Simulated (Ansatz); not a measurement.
Consider the cleavage of the B–Ga bond: `[BH2][GaH][O]CC` + `C=C[NH][GeH3]` → `B[N]([GeH3])C=C` + `CC[O][GaH2]`.

Calculated with Ansatz (gas phase, PBE0-D4/def2-TZVP geometries, no zero-point term in ΔE). CCSD(T)/CBS is the MP2 limit (def2-TZVPP, def2-QZVPP) plus CCSD(T) − MP2 in def2-TZVPP, frozen cores. Functionals use def2-TZVPP. B3LYP here is the variant with VWN-RPA as its local correlation; programs differ in this. For Ga, Ge outer-core shells are correlated without core-valence functions, which leaves a few kJ/mol of doubt a bond. Scalar relativity is left out up to krypton. Each species was taken in one conformer, which may not be the lowest.

`[BH2][GaH][O]CC`:

Z-matrix (Å, degrees):
```
C
C 1 1.513
O 1 1.406 2 111.1
H 1 1.101 2 109.6 3 123.6
H 1 1.098 2 109.6 3 -119.5
H 2 1.093 1 110.7 3 -63.7
H 2 1.092 1 110.3 3 56.0
H 2 1.094 1 110.8 3 176.2
Ga 3 1.792 1 123.7 2 109.9
B 9 2.077 3 114.6 1 -178.1
H 9 1.575 3 113.2 1 2.2
H 10 1.197 9 121.7 3 91.3
H 10 1.197 9 121.8 3 -89.6
```

`C=C[NH][GeH3]`:

Z-matrix (Å, degrees):
```
Ge
N 1 1.840
H 1 1.534 2 106.4
H 1 1.543 2 112.4 3 120.4
H 1 1.535 2 106.4 3 -119.7
C 2 1.378 1 123.3 3 165.5
H 2 1.009 1 117.7 3 -40.0
C 6 1.334 2 126.9 1 159.0
H 6 1.088 2 113.8 1 -22.9
H 8 1.085 6 122.0 2 -2.2
H 8 1.081 6 120.2 2 176.9
```

`B[N]([GeH3])C=C`:

Z-matrix (Å, degrees):
```
Ge
N 1 1.875
H 1 1.536 2 108.6
H 1 1.536 2 108.6 3 -119.5
H 1 1.528 2 105.9 3 120.2
C 2 1.397 1 118.6 3 59.8
B 2 1.402 1 120.6 3 -120.2
C 6 1.330 2 126.7 1 -0.0
H 6 1.087 2 113.2 1 180.0
H 7 1.198 2 118.8 1 180.0
H 7 1.196 2 119.5 1 0.0
H 8 1.081 6 119.8 2 -180.0
H 8 1.084 6 123.3 2 0.0
```

`CC[O][GaH2]`:

Cartesian coordinates in Å:
```
C 0.451 0.881 0.840
C -0.200 -0.477 0.971
O -0.540 -1.105 -0.236
Ga -0.343 -0.589 -1.929
H 0.676 1.285 1.830
H 1.389 0.823 0.279
H -0.204 1.592 0.328
H 0.470 -1.148 1.525
H -1.114 -0.384 1.573
H 0.310 0.787 -2.273
H -0.895 -1.665 -2.909
```

Question: Is it downhill or uphill in electronic energy at CCSD(T)/CBS, and by how much? (Estimate.)

Answer: Ansatz gave: Downhill: ΔE = -155.8 kJ/mol.

Question: What do these levels give: r2SCAN-D4, B3LYP-D4, ωB97X-V, B2PLYP, r2SCAN, MP2/CBS(def2)? (Best estimate.)

Answer: Ansatz gave: r2SCAN-D4 -155.2, B3LYP-D4 -155.8, ωB97X-V -151.3, B2PLYP -154.0, r2SCAN -154.0, MP2/CBS(def2) -161.5 kJ/mol.

Largest T1 diagnostic among the species: 0.014.

The D4 term adds −8.9 kJ/mol with B3LYP and −4.6 kJ/mol with PBE0; it sums over pairs of atoms, weighted by their polarisabilities, and B3LYP, whose exchange is more repulsive, gets the larger term. In def2-TZVPP, CCSD(T) changes the Hartree–Fock value by −17.3 kJ/mol (the triples alone add −4.3 kJ/mol) and MP2 by −23.0 kJ/mol.
